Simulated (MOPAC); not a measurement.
Input file for MOPAC: PM7 on MoCl, 2S+1 = 6, a spin state set in the input, which need not be the lowest, a point of a bond scan (R = 2.178 Å).

```
PM7 1SCF PRECISE CHARGE=0 UHF MS=2.5 THREADS=1
ClMo

Mo     0.00000000 1     0.00000000 1     0.00000000 1
Cl     0.00000000 1     0.00000000 1     2.17845500 1
```

The log:

```
*******************************************************************************
 **                                                                           **
 **                              MOPAC v23.2.5                                **
 **                                                                           **
 *******************************************************************************
 ** MOPAC's Digital Object Identifier: https://doi.org/10.5281/zenodo.6511958 **
 **                                                                           **
 ** Please cite the open-source release paper for use of this MOPAC version:  **
 ** J. E. Moussa and J. J. P. Stewart (2026)                                  **
 ** MOPAC: An open-source semiempirical molecular orbital program             **
 ** J. Open Source Softw., 11(119), 8025, https://doi.org/10.21105/joss.08025 **
 *******************************************************************************

                              PM7 CALCULATION RESULTS

 *******************************************************************************
 *  PM7        - The PM7 Hamiltonian to be used
 *  UHF        - UNRESTRICTED HARTREE-FOCK CALCULATION
 *
 *
 *
 *                 CHARGE ON SYSTEM = 0
 *
 *
 *
 *  MS=        - IN MECI, MAGNETIC COMPONENT OF SPIN =  2.5
 *  PRECISE    - TIGHTER CRITERIA TO BE USED
 *  1SCF       - DO 1 SCF AND THEN STOP
 *  THREADS=1  - MULTI-THREADING NOT USED
 *  T=         - A TIME OF 172800.0 SECONDS REQUESTED
 *  DUMP=N     - RESTART FILE WRITTEN EVERY 7200.0 SECONDS REQUESTED
 *******************************************************************************
PM7 1SCF PRECISE CHARGE=0 UHF MS=2.5 THREADS=1
 ClMo

   ATOM   CHEMICAL          X               Y               Z
  NUMBER   SYMBOL      (ANGSTROMS)     (ANGSTROMS)     (ANGSTROMS)

     1      Mo          0.00000000  *   0.00000000  *   0.00000000  *
     2      Cl          0.00000000  *   0.00000000  *   2.17845500  *



          CARTESIAN COORDINATES

    NO.       ATOM           X           Y           Z

     1        Mo          0.0000      0.0000      0.0000
     2        Cl          0.0000      0.0000      2.1785

 General Reference for PM7:
 "Optimization of Parameters for Semiempirical Methods VI: More Modifications to the
 NDDO Approximations and Re-optimization of Parameters", J. J. P. Stewart, J. Mol. Mod., 1:32, 19 (2013)
 https://link.springer.com/article/10.1007/s00894-012-1667-x

           Empirical Formula: Mo Cl  =     2 atoms



      MOLECULAR POINT GROUP   :   C*v


          UHF CALCULATION, NO. OF ALPHA ELECTRONS =    9
                           NO. OF BETA  ELECTRONS =    4

 -------------------------------------------------------------------------------
 PM7 1SCF PRECISE CHARGE=0 UHF MS=2.5 THREADS=1
 ClMo



     1SCF WAS SPECIFIED, SO BFGS WAS NOT USED
     SCF FIELD WAS ACHIEVED


                              PM7 CALCULATION
                                                       MOPAC v23.2.5 Linux




          FINAL HEAT OF FORMATION =         99.22687 KCAL/MOL =     415.16522 KJ/MOL


          COSMO AREA              =        100.66 SQUARE ANGSTROMS
          COSMO VOLUME            =         89.96 CUBIC ANGSTROMS

          IONIZATION POTENTIAL    =          7.657553 EV
          ALPHA SOMO LUMO (EV)    =         -7.658  1.927
          BETA  SOMO LUMO (EV)    =        -11.447  2.094
          NO. OF ALPHA ELECTRONS  =          9
          NO. OF BETA  ELECTRONS  =          4
          MOLECULAR WEIGHT        =        131.3930         POINT GROUP:  C*v

          MOLECULAR DIMENSIONS (Angstroms)

            Atom       Atom       Distance
           Cl     2   Mo     1     2.17846
           Cl     2   Mo     1     0.00000
           Mo     1   Cl     2     0.00000


          SCF CALCULATIONS        =          1





   ATOM   CHEMICAL          X               Y               Z
  NUMBER   SYMBOL      (ANGSTROMS)     (ANGSTROMS)     (ANGSTROMS)

     1      Mo          0.00000000  *   0.00000000  *   0.00000000  *
     2      Cl          0.00000000  *   0.00000000  *   2.17845500  *

                             CARTESIAN COORDINATES

   1   Mo        0.000000000     0.000000000     0.000000000
   2   Cl        0.000000000     0.000000000     2.178455000


           Empirical Formula: Mo Cl  =     2 atoms



      MOLECULAR POINT GROUP   :   C*v


          ALPHA EIGENVALUES
 -26.00079 -13.50594 -13.44486 -13.44486 -11.16692 -11.16692  -8.44771  -8.44771
  -7.65755   1.92714  72.91906  72.91906  73.06266  73.06266  73.35167  86.95657
  86.95657  87.65714


           BETA EIGENVALUES
 -24.40306 -12.27384 -11.44706 -11.44706   2.09351   2.09351   2.28452   2.28452
   2.86396   3.55736  73.09882  73.09882  73.28577  73.28577  73.50768  90.25988
  92.02145  92.02145


              NET ATOMIC CHARGES AND DIPOLE CONTRIBUTIONS

  ATOM NO.   TYPE          CHARGE      No. of ELECS.   s-Pop       p-Pop       d-Pop
    1         Mo           0.429860        5.5701     0.40395     0.00067     5.16552
    2         Cl          -0.429860        7.4299     1.98213     5.44586     0.00188
 DIPOLE           X         Y         Z       TOTAL
 POINT-CHG.     0.000     0.000    -4.498     4.498
 HYBRID         0.000     0.000    -0.346     0.346
 SUM            0.000     0.000    -4.844     4.844


          ATOMIC ORBITAL ELECTRON POPULATIONS

     Atom    s        px        py        pz      x^2-y^2     xz        z^2       yz        xy
    1 Mo   0.40395   0.00014   0.00014   0.00039   0.99975   1.10748   0.95107   1.10748   0.99975
    2 Cl   1.98213   1.89173   1.89173   1.66239   0.00025   0.00065   0.00007   0.00065   0.00025


                    (SZ)    =    2.500000
                    (S**2)  =    8.750426


          ATOMIC ORBITAL SPIN POPULATIONS

    Atom   Total    s     px     py     pz   x^2-y^2  xz     z^2    yz     xy
         Atomic
    1 Mo  4.6914  0.381  0.000  0.000  0.000  1.000  0.891  0.528  0.891  1.000
    2 Cl  0.3086  0.013  0.108  0.108  0.078  0.000  0.000  0.000  0.000  0.000

 **********************
 *                    *
 * JOB ENDED NORMALLY *
 *                    *
 **********************




 == MOPAC DONE ==
```

The run finished.

Cost: around 0.04 core-seconds (rough).
